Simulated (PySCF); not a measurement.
## Solvent effects on NMR parameters

Bonds: C1-C2, C2-C3, C3-C4, C4-C5, C3-C6, C6-C7, C6-N8. C1 carries H9; C3 carries H10; C4 carries H11; C5 carries H12, H13; C7 carries H14, H15, H16; N8 carries H17.

GIAO PBE0/pcSseg-1 in PySCF 2.14.0 with density-fitted response routines on one PBE0-D3(BJ)/def2-SVP conformer, non-relativistic, equivalent nuclei averaged. Solvents enter as an IEF-PCM continuum (chloroform with ε = 4.7, tetrahydrofuran with ε = 7.4) around the gas-phase geometry. Shifts are referred to TMS computed in the same medium.

In chloroform, δ in ppm: C6 187.9, C4 145.9, C5 125.9, C2 85.1, C1 84.9, C3 50.8, C7 25.7, H17 9.58, H13 6.14, H11 5.97, H12 5.74, H10 4.08, H9 2.73, H14/H15/H16 2.11. Dipole moment 2.67 D.

**Question.** How does each δ change in the more polar medium?

**Answer.** 
```csv
atoms,environment,"Δδ, tetrahydrofuran"
C6,"carbon bonded to 2 C, N",+0.6
C4,"carbon bonded to 2 C, H",+0.2
C5,"carbon bonded to C, 2 H",+0.2
C2,carbon bonded to 2 C,+0.1
C1,"carbon bonded to C, H",+0.3
C3,"carbon bonded to 3 C, H",+0.2
C7,"carbon bonded to C, 3 H",0.0
H17,hydrogen on a nitrogen bonded to C,0.00
H13,hydrogen on a carbon bonded to C,0.00
H11,hydrogen on a carbon bonded to 2 C,+0.01
H12,hydrogen on a carbon bonded to C,+0.02
H10,hydrogen on a carbon bonded to 3 C,-0.01
H9,hydrogen on a carbon bonded to C,+0.06
H14/H15/H16,hydrogen on a carbon bonded to C,+0.02
```

Changes are relative to chloroform. The dipole moment becomes 2.74 D in tetrahydrofuran.

**Question.** Which nuclei move most (in ppm), and what does the model miss?

**Answer.** C6 (carbon bonded to 2 C, N, +0.6 ppm) in tetrahydrofuran. A continuum only polarises the solute; specific hydrogen bonds, the anisotropy of aromatic solvents and changes of geometry or conformer are outside it.
